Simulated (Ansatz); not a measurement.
A nudged elastic band was laid between two geometries of CH3FSn (6 atoms, charge 0, multiplicity 1).

Computed with RKS BHLYP/def2-SVP (Ansatz).

- movable images: 5
- climbing image: yes
- spring: 5.0 eV/Å²
- optimiser: quadratic models (default)
- start path: through a guess of the saddle point
- force threshold: 0.05 eV/Å
- iteration limit: 60
- end points: relaxed

Image 0:

```xyz
6
Properties=species:S:1:pos:R:3
C -0.390 0.423 -0.286
Sn 0.261 -0.626 1.524
F 1.624 -1.639 0.557
H -0.687 -0.315 -1.039
H 0.456 0.984 -0.696
H -1.223 1.109 -0.107
```

Image 6:

```xyz
6
Properties=species:S:1:pos:R:3
C -0.411 0.289 -0.406
Sn 0.116 -1.492 0.757
F 1.781 -0.693 1.397
H -1.341 0.174 -0.969
H 0.405 0.517 -1.099
H -0.508 1.142 0.275
```

(1) What changes between the two ends?

(2) What energy profile does the band end with?

## Answers

(1) No bond is made or broken. The dihedral H4–C1–Sn2–F3 goes from 57 to 178°. The two ends are copies of one structure, up to a mirror image or an exchange of like atoms.

(2) It converged. The highest image is number 0 of 0 to 6, 0.0 kJ/mol above the ends, which have the same energy within 2 meV. The highest image is an end point: on this band no image between the ends rises above it.

| image | path coordinate (Å) | energy (kJ/mol) | dihedral H4–C1–Sn2–F3 (°) |
| --- | --- | --- | --- |
| 0 | 0.00 | 0.0 | 57 |
| 1 | 0.38 | 0.0 | 77 |
| 2 | 0.78 | 0.0 | 98 |
| 3 | 1.17 | 0.0 | 118 |
| 4 | 1.56 | 0.0 | 139 |
| 5 | 1.95 | 0.0 | 158 |
| 6 | 2.34 | 0.0 | 178 |

Time of the run: 80 s on 1 thread of Intel(R) Xeon(R) CPU @ 2.80GHz (Skylake/Cascade Lake) (shared host), peak memory 0.16 GiB.
